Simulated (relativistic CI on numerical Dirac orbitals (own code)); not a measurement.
## Hyperfine structure of Sm XLIII, mass number 149

Method of calculation: Dirac-Coulomb-Breit CI, orbitals from a KLI potential per configuration, QED by a radiative potential, unscaled Slater integrals (own radial code, finite nucleus).

CI space (outside the closed core [Ne]): 3s2.3p6.3d2, 3s2.3p5.3d3, 3s.3p6.3d3, 3s2.3p6.3d.4s, 3s2.3p6.3d.4p, 3s2.3p6.3d.4d, 3s2.3p5.3d2.4s, 3s2.3p6.3d.4f, 3s2.3p5.3d2.4p, 3s2.3p5.3d2.4d, 3p6.3d4, 3p5.3d5, 3p5.3d4.4s, 3p6.3d3.4s, 3p5.3d3.4s2. Double excitations out of closed p, d and f shells are left out; levels of such configurations are missing from the list, as are those of other unlisted configurations, and high levels can miss mixing partners. These lack a partner that the ground configuration has and come out too high: 3s2.3p5.3d2.4p, 3s2.3p5.3d2.4d.

Nuclear spin I = 7/2, μ = -0.6677 μN, Q = 0.075 b (tables of Stone and Pyykkö). The electronic factors are computed for point nuclear moments, without core polarisation or the Bohr-Weisskopf and QED corrections.

```
           Level  E (cm⁻¹)  A (MHz)  B (MHz)
3s2.3p6.3d2 3F_2         0   -10800      357
3s2.3p6.3d2 3F_3    239815    -6201     1240
3s2.3p6.3d2 1G_4    325578    -6433     4980
3s2.3p6.3d2 3P_1    337894    346.9     1250
3s2.3p6.3d2 3F_4    539453    -4630     4020
```

Levels with J = 0, under 50 % of one LS term, or S terms without an open s electron are left out. Small factors come from cancelling terms and can be off by tens of per cent or more.

At this charge energies of transitions that change n are usually good to better than 1 %, and those within a shell (Δn = 0) to a few per cent.

Give the hyperfine levels of 3s2.3p6.3d2 3F_2 relative to its centre of gravity.

With K = F(F + 1) − I(I + 1) − J(J + 1), E = AK/2 + B[¾K(K + 1) − I(I + 1)J(J + 1)]/[2I(2I − 1)J(2J − 1)]: F = 3/2: 97390, F = 5/2: 70230, F = 7/2: 32300, F = 9/2: -16320, F = 11/2: -75510 MHz.

LS names give the leading component of a level, which can be under half, so a name can repeat, a term be missing and a line seem to break the LS rules.
